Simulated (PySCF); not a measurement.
Excitations are Tamm–Dancoff values on a coarser integration grid. The basis has no diffuse functions, so Rydberg states are missing or too high.

Cartesian coordinates (Å):
SMILES: c1c[cH+]1
```xyz
6

C     -0.5093    -0.6005    -0.0013
C     -0.2654     0.7413     0.0004
C      0.7747    -0.1408     0.0009
H     -1.2167    -1.4349    -0.0031
H     -0.6342     1.7712     0.0010
H      1.8509    -0.3363     0.0021
```
Charge +1, spin multiplicity 1.

Q: What HOMO, HOMO–LUMO gap, T1 excitation (TDA), S1–T1 gap (TDA) and LUMO does PBE-D3(BJ)/def2-TZVP // PBE0-D3(BJ)/def2-SVP in PySCF give?

A: 
```yaml
HOMO: -16.16 eV
HOMO–LUMO gap: 7.05 eV
T1 excitation (TDA): 6.50 eV
S1–T1 gap (TDA): 0.60 eV
LUMO: -9.11 eV
```
